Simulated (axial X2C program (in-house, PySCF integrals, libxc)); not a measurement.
**CaCN⁻: properties at the nuclei**

Calculated with an in-house all-electron X2C program for linear molecules (integrals from PySCF): two-component X2C with atomic mean-field Coulomb and Gaunt terms, Gaussian nuclei, basis Ca dyall-v3z, C dyall-v3z, N dyall-av3z with contracted cores.

Ca–C–N held linear, with bonds 2.497 and 1.164 Å (near the PBE0 minimum at charge -1 of the determinant lowest at the starting distance; the state shown can have its own minimum elsewhere, held linear; other orders of the atoms were not compared).

Determinant lowest in the PBE0 search, Ω = 0 (closed shell), highest spinor 71% Ca s, 18% Ca p, 4% Ca d:

```
    level  qzz Ca (a.u.)  qzz C (a.u.)  qzz N (a.u.)
     PBE0          -0.89         -0.73         -1.10
       HF          -0.97         -0.83         -1.24
BHandHLYP          -0.94         -0.80         -1.17
```

Determinant 0.92 eV from it at PBE0 and this distance, Ω = 2 (⟨Sz⟩ = 1.00, ⟨Lz⟩ = 1.00 at PBE0), spin on the atoms Ca 1.04, C -0.02, N -0.02:

```json
{"level": "PBE0", "Eeff magnitude (GV/cm)": "0.213", "Ws magnitude Ca (kHz)": "0.0401", "A∥/gI Ca (MHz)": "255", "qzz Ca (a.u.)": "-0.50", "A∥/gI C (MHz)": "9.97", "qzz C (a.u.)": "-0.69", "A∥/gI N (MHz)": "1.93", "qzz N (a.u.)": "-1.09"}
{"level": "HF", "Eeff magnitude (GV/cm)": "0.214", "Ws magnitude Ca (kHz)": "0.0403", "A∥/gI Ca (MHz)": "239", "qzz Ca (a.u.)": "-0.59", "A∥/gI C (MHz)": "7.73", "qzz C (a.u.)": "-0.80", "A∥/gI N (MHz)": "2", "qzz N (a.u.)": "-1.24"}
{"level": "BHandHLYP", "Eeff magnitude (GV/cm)": "0.242", "Ws magnitude Ca (kHz)": "0.0457", "A∥/gI Ca (MHz)": "286", "qzz Ca (a.u.)": "-0.54", "A∥/gI C (MHz)": "11.7", "qzz C (a.u.)": "-0.75", "A∥/gI N (MHz)": "2.09", "qzz N (a.u.)": "-1.17"}
```

Eeff is the effective electric field on the electron electric dipole moment in this Ω state and Ws the scalar–pseudoscalar constant of the nucleus named (defined with the proton number Z and per Ω); A∥ (defined per Ω) follows by multiplying with gI = μI/(I μN); qzz is the electric field gradient, eQq0 = 234.96 MHz × Q/barn × qzz. The operators were transformed with the bare-nucleus X2C matrices; with these basis sets, hyperfine constants and field gradients can be off by tens of per cent, and where levels differ in sign neither size nor sign is settled.

Q: With Q(43Ca) = -0.0408 barn, Q(14N) = 0.02044 barn (Q from Pyykkö, Mol. Phys. 2018), turn the PBE0 values of the first state into constants in MHz.

A: eQq0(43Ca) = 234.96 × (-0.0408) × (-0.89) = 8.53 MHz; eQq0(14N) = 234.96 × (0.02044) × (-1.10) = -5.28 MHz.

The molecule was held linear; bending was not examined, so a bent shape may lie lower.

Each state is one determinant with collinear spin, which with several unpaired electrons need not be a pure state. Unrestricted Hartree–Fock can overshoot spin polarisation at the nuclei. For an anion, determinants above electron detachment, or with a positive highest level, are held by the basis set. With several open shells hyperfine constants can be off by a factor of several. Open-shell Ω = 0 determinants with evenly filled partner blocks cannot be reached by this program, so the Ω shown need not be the lowest component. The search compared states at one distance, so a state with another bond length can lie lower. PBE0 term energies can be off by some tenths of an eV.
